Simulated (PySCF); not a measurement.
Excitation energy of Pb⁺ by level of theory

Pb⁺ [Xe] 4f14 5d10 6s2 6p1 (2P) → Pb⁺ [Xe] 4f14 5d10 6s1 6p2 (4P), as a difference of total energies. Calculation: PySCF 2.14, in aug-cc-pwCVTZ-PP with ECP60MDF (8s7p6d4f1g, 96 functions); a scalar-relativistic core potential. Correlated levels: valence: 5s2 5p6 5d10 frozen. The calculations carry no spin-orbit coupling.

```json
{"method": "UHF", "excitation energy (eV)": "6.032"}
{"method": "MP2 (valence)", "excitation energy (eV)": "6.635"}
{"method": "SCS-MP2 (valence)", "excitation energy (eV)": "6.864"}
{"method": "CCSD (valence)", "excitation energy (eV)": "6.790"}
{"method": "CCSD(T) (valence)", "excitation energy (eV)": "6.801"}
```

Problem. How much does correlation contribute at CCSD(T) (valence)?

Solution. 6.801 − (6.032) = 0.769 eV, measured against UHF.

Spin-orbit coupling is strong in these open shells (close to jj coupling). The scalar numbers leave it out and a first-order estimate fails, so it can dominate the gap to the real levels.
